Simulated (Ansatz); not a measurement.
Ansatz (a program for electronic structure) input (HF/3-21G): The .json file is the Basis Set Exchange's 3-21G.

Ansatz 0.2 input:
```yaml
crystal:
  periodic: [false, false, false]
  atoms:
    - {symbol: Cu, position_ang: [-0.27159742, -0.21095665, -0.23786568]}
    - {symbol: O, position_ang: [0.83390720, 0.59177250, 0.72391021]}
    - {symbol: H, position_ang: [1.20506742, 1.38356297, 1.10682304]}
basis:
  gaussian:
    orbitals: 3-21G.json
hamiltonian:
  xc: {name: HF}
total_charge: 1
magnetization: {spin_polarized: true, initial_magnetization: 1}
phonons: {temperatures: {t_min: 298.15, t_max: 298.15, t_step: 100}}
```

Output:

```
Functional definition: HF
integrals: 0.00 GiB planned
432 factors; integrals over basis functions are off by at most 4.3e-4 eV
mean field: 0.11 GiB planned
mean field evaluation 1: about -46403.3985 eV, gradient 7.0e1 eV
mean field evaluation 2: about -46403.4415 eV, gradient 7.0e1 eV
mean field evaluation 4: about -46412.1666 eV, gradient 6.1e0 eV
mean field evaluation 8: about -46412.2249 eV, gradient 4.4e0 eV
mean field evaluation 16: about -46414.9952 eV, gradient 2.6e-2 eV
mean field evaluation 32: about -46415.0377 eV, gradient 3.6e-2 eV
mean field evaluation 64: about -46412.3973 eV, gradient 4.1e0 eV
mean field evaluation 96: about -46401.0069 eV, gradient 4.9e1 eV
mean field evaluation 128: about -46414.9683 eV, gradient 4.3e-1 eV
mean field evaluation 160: about -46414.8604 eV, gradient 3.6e0 eV
mean field evaluation 192: about -46414.7925 eV, gradient 1.7e-1 eV
mean field evaluation 224: about -46413.6877 eV, gradient 1.6e0 eV
mean field evaluation 256: about -46413.6033 eV, gradient 7.6e-1 eV
mean field evaluation 288: about -46414.1750 eV, gradient 9.7e-1 eV
mean field evaluation 320: about -46413.8184 eV, gradient 1.1e-1 eV
mean field evaluation 352: about -46412.8954 eV, gradient 6.2e0 eV
mean field evaluation 384: about -46408.7076 eV, gradient 3.6e1 eV
mean field evaluation 416: about -46413.6272 eV, gradient 3.9e-1 eV
mean field evaluation 448: about -46413.9412 eV, gradient 1.1e0 eV
mean field evaluation 480: about -46413.4872 eV, gradient 1.2e0 eV
mean field evaluation 512: about -46412.7139 eV, gradient 2.2e1 eV
mean field evaluation 544: about -46414.7930 eV, gradient 1.5e-1 eV
mean field evaluation 576: about -46412.2309 eV, gradient 6.9e-1 eV
mean field -46415.03803357 eV, -1705.7211864911 hartree, gradient 2.7e-6 eV, S^2 0.754936; 5 other end points of the search recorded, 0 dependent functions left out
the calculation of the forces begins
reference -46415.03803357 eV, -1705.7211864911 hartree; 19, 18 occupied and 21, 22 virtual orbitals, 432 factors
these checks for a lower state are left out or cut short: stability, starts, cluster_reference, orbital_swaps, neighbouring_geometries, increment
integrals: 0.00 GiB planned
432 factors; integrals over basis functions are off by at most 4.3e-4 eV
mean field: 0.11 GiB planned
mean field -46415.03794723 eV, -1705.7211833181 hartree, gradient 4.3e-6 eV, S^2 0.754938; 0 other end points of the search recorded, 0 dependent functions left out
the calculation of the forces begins
reference -46415.03794723 eV, -1705.7211833181 hartree; 19, 18 occupied and 21, 22 virtual orbitals, 432 factors
these checks for a lower state are left out or cut short: stability, starts, cluster_reference, orbital_swaps, neighbouring_geometries, increment
integrals: 0.00 GiB planned
432 factors; integrals over basis functions are off by at most 4.3e-4 eV
mean field: 0.11 GiB planned
mean field evaluation 608: about -46414.9597 eV, gradient 5.6e-1 eV
mean field -46415.03793351 eV, -1705.7211828138 hartree, gradient 4.0e-6 eV, S^2 0.754935; 0 other end points of the search recorded, 0 dependent functions left out
the calculation of the forces begins
reference -46415.03793351 eV, -1705.7211828138 hartree; 19, 18 occupied and 21, 22 virtual orbitals, 432 factors
these checks for a lower state are left out or cut short: stability, starts, cluster_reference, orbital_swaps, neighbouring_geometries, increment
integrals: 0.00 GiB planned
432 factors; integrals over basis functions are off by at most 4.3e-4 eV
mean field: 0.11 GiB planned
mean field -46415.03801426 eV, -1705.7211857812 hartree, gradient 4.7e-6 eV, S^2 0.754920; 0 other end points of the search recorded, 0 dependent functions left out
the calculation of the forces begins
reference -46415.03801426 eV, -1705.7211857812 hartree; 19, 18 occupied and 21, 22 virtual orbitals, 432 factors
these checks for a lower state are left out or cut short: stability, starts, cluster_reference, orbital_swaps, neighbouring_geometries, increment
integrals: 0.00 GiB planned
432 factors; integrals over basis functions are off by at most 4.3e-4 eV
mean field: 0.11 GiB planned
mean field -46415.03802046 eV, -1705.7211860093 hartree, gradient 4.6e-6 eV, S^2 0.754953; 0 other end points of the search recorded, 0 dependent functions left out
the calculation of the forces begins
reference -46415.03802046 eV, -1705.7211860093 hartree; 19, 18 occupied and 21, 22 virtual orbitals, 432 factors
these checks for a lower state are left out or cut short: stability, starts, cluster_reference, orbital_swaps, neighbouring_geometries, increment
integrals: 0.00 GiB planned
432 factors; integrals over basis functions are off by at most 4.3e-4 eV
mean field: 0.11 GiB planned
mean field -46415.03787845 eV, -1705.7211807904 hartree, gradient 6.1e-6 eV, S^2 0.754957; 0 other end points of the search recorded, 0 dependent functions left out
the calculation of the forces begins
reference -46415.03787845 eV, -1705.7211807904 hartree; 19, 18 occupied and 21, 22 virtual orbitals, 432 factors
these checks for a lower state are left out or cut short: stability, starts, cluster_reference, orbital_swaps, neighbouring_geometries, increment
integrals: 0.00 GiB planned
432 factors; integrals over basis functions are off by at most 4.3e-4 eV
mean field: 0.11 GiB planned
mean field evaluation 640: about -46415.0379 eV, gradient 2.9e-6 eV
mean field -46415.03789437 eV, -1705.7211813755 hartree, gradient 6.6e-6 eV, S^2 0.754917; 0 other end points of the search recorded, 0 dependent functions left out
the calculation of the forces begins
reference -46415.03789437 eV, -1705.7211813755 hartree; 19, 18 occupied and 21, 22 virtual orbitals, 432 factors
these checks for a lower state are left out or cut short: stability, starts, cluster_reference, orbital_swaps, neighbouring_geometries, increment
integrals: 0.00 GiB planned
432 factors; integrals over basis functions are off by at most 4.3e-4 eV
mean field: 0.11 GiB planned
mean field -46415.03795927 eV, -1705.7211837606 hartree, gradient 7.4e-6 eV, S^2 0.754973; 0 other end points of the search recorded, 0 dependent functions left out
the calculation of the forces begins
reference -46415.03795927 eV, -1705.7211837606 hartree; 19, 18 occupied and 21, 22 virtual orbitals, 432 factors
these checks for a lower state are left out or cut short: stability, starts, cluster_reference, orbital_swaps, neighbouring_geometries, increment
integrals: 0.00 GiB planned
432 factors; integrals over basis functions are off by at most 4.3e-4 eV
mean field: 0.11 GiB planned
mean field -46415.03794909 eV, -1705.7211833864 hartree, gradient 7.6e-6 eV, S^2 0.754900; 0 other end points of the search recorded, 0 dependent functions left out
the calculation of the forces begins
reference -46415.03794909 eV, -1705.7211833864 hartree; 19, 18 occupied and 21, 22 virtual orbitals, 432 factors
these checks for a lower state are left out or cut short: stability, starts, cluster_reference, orbital_swaps, neighbouring_geometries, increment
integrals: 0.00 GiB planned
432 factors; integrals over basis functions are off by at most 4.3e-4 eV
mean field: 0.11 GiB planned
mean field -46415.03797638 eV, -1705.7211843893 hartree, gradient 5.4e-6 eV, S^2 0.754915; 0 other end points of the search recorded, 0 dependent functions left out
the calculation of the forces begins
reference -46415.03797638 eV, -1705.7211843893 hartree; 19, 18 occupied and 21, 22 virtual orbitals, 432 factors
these checks for a lower state are left out or cut short: stability, starts, cluster_reference, orbital_swaps, neighbouring_geometries, increment
integrals: 0.00 GiB planned
432 factors; integrals over basis functions are off by at most 4.3e-4 eV
mean field: 0.11 GiB planned
mean field evaluation 672: about -46415.0380 eV, gradient 5.6e-6 eV
mean field -46415.03797411 eV, -1705.7211843057 hartree, gradient 5.6e-6 eV, S^2 0.754958; 0 other end points of the search recorded, 0 dependent functions left out
the calculation of the forces begins
reference -46415.03797411 eV, -1705.7211843057 hartree; 19, 18 occupied and 21, 22 virtual orbitals, 432 factors
these checks for a lower state are left out or cut short: stability, starts, cluster_reference, orbital_swaps, neighbouring_geometries, increment
integrals: 0.00 GiB planned
432 factors; integrals over basis functions are off by at most 4.3e-4 eV
mean field: 0.11 GiB planned
mean field -46415.03797055 eV, -1705.7211841748 hartree, gradient 3.6e-6 eV, S^2 0.754916; 0 other end points of the search recorded, 0 dependent functions left out
the calculation of the forces begins
reference -46415.03797055 eV, -1705.7211841748 hartree; 19, 18 occupied and 21, 22 virtual orbitals, 432 factors
these checks for a lower state are left out or cut short: stability, starts, cluster_reference, orbital_swaps, neighbouring_geometries, increment
integrals: 0.00 GiB planned
432 factors; integrals over basis functions are off by at most 4.3e-4 eV
mean field: 0.11 GiB planned
mean field -46415.03797453 eV, -1705.7211843214 hartree, gradient 3.2e-6 eV, S^2 0.754957; 0 other end points of the search recorded, 0 dependent functions left out
the calculation of the forces begins
reference -46415.03797453 eV, -1705.7211843214 hartree; 19, 18 occupied and 21, 22 virtual orbitals, 432 factors
Total energy: -46415.03803357 eV, -1705.7211864911 hartree
Atom 0 at    -0.271597    -0.210957    -0.237866 Å, force     0.002158     0.001735     0.001897 eV/Å
Atom 1 at     0.833907     0.591773     0.723910 Å, force    -0.002457    -0.002840    -0.002259 eV/Å
Atom 2 at     1.205067     1.383563     1.106823 Å, force     0.000299     0.001106     0.000362 eV/Å
Dipole moment:    -0.778207    -0.342516    -0.651460 e Å
Vibrations: 439.01 902.45 4050.05 cm⁻¹, zero-point energy 0.334231 eV
```

The blocks after the first are displaced geometries, from whose forces the wavenumbers follow.

The dipole moment of an ion depends on the origin.
